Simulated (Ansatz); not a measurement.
H$_{5}$GeMgN (SMILES [NH2][Mg][GeH3]), singlet, geometry from GFN2-xTB (such geometries of metal compounds can be far from the true shape).

Input for Ansatz (a program for electronic structure):
Ansatz 0.2 input:
```yaml
crystal:
  periodic: [false, false, false]
  atoms:
    - {symbol: Mg, position_ang: [0.26617056, 1.22102758, -0.53707774]}
    - {symbol: N, position_ang: [-0.81207045, 2.12638915, -1.77237066]}
    - {symbol: H, position_ang: [-1.24698601, 3.03328076, -1.64154849]}
    - {symbol: H, position_ang: [-0.70246454, 2.03068423, -2.77718849]}
    - {symbol: Ge, position_ang: [0.13463109, -0.93078152, 0.63743613]}
    - {symbol: H, position_ang: [0.84736679, -2.14739934, 0.05188352]}
    - {symbol: H, position_ang: [0.54759678, -1.14166926, 2.09106185]}
    - {symbol: H, position_ang: [-1.26326168, -1.52694284, 0.72936278]}
basis:
  gaussian:
    orbitals: STO-3G
hamiltonian:
  xc: hf
magnetization: {spin_polarized: false}
correlation: {active_space: {window: {electrons: 4, orbitals: 4}}}
```

What total energy does Ansatz with CASSCF(4,4)/STO-3G give?

-2305.5766 Eh

Give the number of basis functions at the level CASSCF(4,4)/STO-3G.

37
